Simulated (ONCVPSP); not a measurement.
Which setting gave this result? (hydrogen, ONCV)

Base potential:

```
Element                 : hydrogen (H)
Generator               : ONCVPSP 4.0.1
Type                    : optimised norm-conserving Vanderbilt (ONCV)
Functional              : PBE
Relativity              : non-relativistic
Frozen core             : none
Valence charge          : 1
Reference configuration : 1s1
Partial waves           : 1s: rc 1.00 bohr, ncon 4, nbas 7, qcut 7.4 1/bohr, 2 projectors, debl 3.4 Ha; p scattering state at 0.18 Ha: rc 0.90 bohr, ncon 4, nbas 9, qcut 7.8 1/bohr, local
Local potential         : the p channel
Core correction         : none
```

Cutoffs, loose and tight: the cutoffs (Ha) at which the residual kinetic energy of the hardest occupied pseudo-wave falls to 1 and 0.1 mHa per electron. They do not see the model core or the augmentation charge, which bear on the density cutoff. Test errors are all-electron minus pseudo excitation energies from the reference, over the configurations 1s0.5; variants that change the core or the reference have their own tests.

Only the s radius is moved (2 further runs of the sweep failed or gave no value and are left out):

```tsv
s radius (bohr)	cutoff, loose	cutoff, tight	bound ghosts
0.94	19 Ha	31 Ha	none
1.04	18 Ha	26 Ha	none
1.14	16 Ha	23 Ha	none
1.22	16 Ha	22 Ha	none
1.48	13 Ha	19 Ha	none
```

Problem. One more run gave cutoff, loose: 14 Ha; cutoff, tight: 20 Ha; bound ghosts: none. Which value of the s radius was used?

Solution. 1.36 bohr. The tight cutoff moves one way along this sweep, from 31 Ha at 0.94 to 19 Ha at 1.48 bohr, which places the run between 1.22 and 1.48 bohr.
